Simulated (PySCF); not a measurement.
# How the method changes the constants of CaCl⁻

State: ¹Σ⁺ (singlet), closed shell. Set-up: PySCF, no relativity, basis sets Ca def2-SVPD, Cl def2-SVPD. De refers to Ca + Cl⁻ in their ground configurations, without counterpoise correction. A positive dipole points towards Cl; it is taken about the centre of mass and depends on that origin.

```
      Level  Re (Å)  ωe (cm⁻¹)  De (eV)  μ (D)  CPU s a point (SCF and correlation, without the integrals)
        RHF   2.637        274      n/a   4.25                                                       0.099
    RHF-MP2   2.622        271     1.72    n/a                                                        0.15
RHF-SCS-MP2   2.630        270     1.70    n/a                                                         n/a
   RHF-CCSD   2.629        272      n/a    n/a                                                         n/a
RHF-CCSD(T)   2.627        271     1.78    n/a                                                         1.4
        PBE   2.550        288     1.90   3.65                                                        0.56
     r²SCAN   2.547        299     2.06   4.14                                                        0.75
    r²SCANh   2.550        298     2.03   4.09                                                        0.86
       PBE0   2.555        291     1.90   3.88                                                         1.1
        M06   2.560        290     1.84   3.38                                                        0.91
     M06-2X   2.581        290     1.81   2.92                                                        0.85
```

(1) Which functional lies closest to RHF-CCSD(T) in De, which farthest, and by how much do they differ from it?

(2) What does a quarter of exact exchange do here, going from PBE to PBE0?

(3) What does the triples do here, going from RHF-CCSD to RHF-CCSD(T)?

Correlated steps freeze 10 core orbitals. Correlated levels converge slowly with the basis: in double zeta they bind strong bonds too weakly, by up to about 1 eV, and carry superposition errors of some tenths. For an ion De counts to the pair picked by the measured ionisation energies or electron affinities, which need not be the lowest pair at this level. The highest Kohn–Sham level is positive in this anion. Much of that is self-interaction error, but it also means that the finite basis helps to hold the extra electron.

The whole job (state search and all levels along the bond) took about 1.9 min on 1 thread of Oxide Virtual Turin-like (shared host), peak memory 0.6 GiB.

## Answers

(1) Closest is M06-2X (-4.6 pm in Re, +7.0 % in ωe, +0.03 eV in De against RHF-CCSD(T) in the same basis), farthest r²SCAN (-8.0 pm in Re, +10.3 % in ωe, +0.28 eV in De). CCSD(T) converges more slowly with the basis than the functionals do and binds too weakly in this one, so the order can change at the basis-set limit.

(2) PBE0 less PBE: +0.5 pm in Re, +1.0 % in ωe, +0.00 eV in De. Exact exchange removes part of the self-interaction that spreads semilocal densities, and in most molecules shortens and stiffens the bond and lowers De; here Re goes the other way.

(3) RHF-CCSD(T) less RHF-CCSD: -0.2 pm in Re, -0.4 % in ωe. Correlation nearly always deepens the well. The bond shortens, as in weak, metallic or heavy-atom bonds, where dispersion and the correlation of outer-core electrons pull the atoms together.
